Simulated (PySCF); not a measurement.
**Computed structure and properties of Bi(CN)3**

System: Bi(CN)3 (singlet); start: displaced along the imaginary mode (C3v). Method: PySCF 2.14.0, RKS B3LYP, Bi def2-SVP with ECP60, C def2-SVP, N def2-SVP; non-relativistic Hamiltonian with scalar-relativistic core potentials where named; density fitting; no spin-orbit coupling.

Input of the relaxation:

```python
mol = gto.M(atom='''
Bi    -0.00000    -0.00000    -0.03510
C      2.42985    -0.00000     0.25000
N      3.60040    -0.00001    -0.03962
C     -1.21492     2.10431     0.25000
N     -1.80019     3.11804    -0.03962
C     -1.21493    -2.10431     0.25000
N     -1.80020    -3.11803    -0.03962''',
    basis={'Bi': 'def2-SVP', 'C': 'def2-SVP', 'N': 'def2-SVP'},
    ecp={'Bi': 'def2-SVP'},
    charge=0, spin=0)
mf = dft.RKS(mol, xc='B3LYP')
mf.grids.atom_grid = (50, 194)
mf = mf.density_fit()  # fitting sets: Bi def2-universal-JKFIT, C def2-universal-JKFIT, N def2-universal-JKFIT
mf.conv_tol = 1e-08; mf.max_cycle = 55
mf.kernel(dm0)  # dm0: converged density of the start geometry
# quasi-Newton relaxation in Cartesian coordinates to a largest gradient under 0.00045 Eh/bohr, steps kept in the point group
```

Run from Python with OMP_NUM_THREADS=2; the lines above give its settings. Where DIIS fails, smearing, a level shift and second-order steps follow.
It took 75 s on 2 threads of Arm Neoverse V1 (shared host), from the converged density of the start.

Course of the relaxation:

| step | energy above end (eV) | largest force component within the symmetry (eV/Å) |
| --- | --- | --- |
| 0 | 2.4314 | 3.921 |
| 1 | 1.7516 | 2.899 |
| 2 | 1.2382 | 0.929 |
| 3 | 0.6647 | 1.441 |
| 4 | 0.3448 | 0.441 |
| 5 | 0.2595 | 1.939 |
| 6 | 0.2034 | 0.474 |
| 7 | 0.1426 | 0.648 |
| 13 | 0.0118 | 0.170 |
| 14 | 0.0037 | 0.442 |
| 15 | 0.0011 | 0.041 |
| 16 | 0.0002 | 0.031 |
| 17 | 0.0000 | 0.022 |
| 18 | 0.0000 | 0.001 |
(The steps between are left out.)

Relaxed geometry (C3v):

```xyz
7

Bi    0.0000    0.0000   -1.1835
C     1.8799    0.0000    0.0376
N     2.9203    0.0000    0.5556
C    -0.9399    1.6280    0.0376
N    -1.4601    2.5290    0.5556
C    -0.9399   -1.6280    0.0376
N    -1.4601   -2.5290    0.5556
```

```json
{"contact": "Bi1–C2 (CN)", "Å": "2.242"}
{"contact": "Bi1–C4 (CN)", "Å": "2.242"}
{"contact": "Bi1–C6 (CN)", "Å": "2.242"}
```

On the finer grid (75, 302):

The HOMO is -9.60 eV and the LUMO is -3.00 eV. The dipole about the centre of mass is 6.40 D. The set of Mulliken populations of Bi1 outside the core potential is s 3.82, p 8.03, d 10.15 and the D3(BJ) dispersion energy (not in the energies) is -0.422 eV.

```json
{"atom": "Bi1", "Mulliken (e)": "1.00", "Löwdin (e)": "0.82", "spin (e)": "0.00"}
{"atom": "C2", "Mulliken (e)": "-0.33", "Löwdin (e)": "-0.24", "spin (e)": "0.00"}
{"atom": "N3", "Mulliken (e)": "-0.01", "Löwdin (e)": "-0.03", "spin (e)": "0.00"}
{"atom": "C4", "Mulliken (e)": "-0.33", "Löwdin (e)": "-0.24", "spin (e)": "0.00"}
{"atom": "N5", "Mulliken (e)": "-0.01", "Löwdin (e)": "-0.03", "spin (e)": "0.00"}
{"atom": "C6", "Mulliken (e)": "-0.33", "Löwdin (e)": "-0.24", "spin (e)": "0.00"}
{"atom": "N7", "Mulliken (e)": "-0.01", "Löwdin (e)": "-0.03", "spin (e)": "0.00"}
```

On the grid (50, 194), as all that follows. Harmonic modes: a minimum; lowest 71 cm⁻¹ (negative: unstable), highest 2305 cm⁻¹, zero-point energy 0.612 eV.

Taking off one CN (charge -1, singlet; the rest: singlet) in vacuum, both parts rigid, costs 9.22 eV; the small basis without counterpoise inflates it. Most of it is the attraction of opposite charges; other ways to part are cheaper, and one spin state was tried for the rest.

Rigid scan of CN along the line from its metal, all other atoms held (where the atom bridges, its other bond changes as well):

```json
{"distance to C2 (Å)": "1.94", "energy (eV)": "0.844"}
{"distance to C2 (Å)": "2.04", "energy (eV)": "0.325"}
{"distance to C2 (Å)": "2.14", "energy (eV)": "0.071"}
{"distance to C2 (Å)": "2.24", "energy (eV)": "0.000"}
{"distance to C2 (Å)": "2.34", "energy (eV)": "0.054"}
{"distance to C2 (Å)": "2.44", "energy (eV)": "0.191"}
{"distance to C2 (Å)": "2.64", "energy (eV)": "0.606"}
{"distance to C2 (Å)": "2.94", "energy (eV)": "1.337"}
{"distance to C2 (Å)": "3.34", "energy (eV)": "2.215"}
{"distance to C2 (Å)": "3.84", "energy (eV)": "3.011"}
```

One start shape was tried, so this needn't be the lowest isomer.
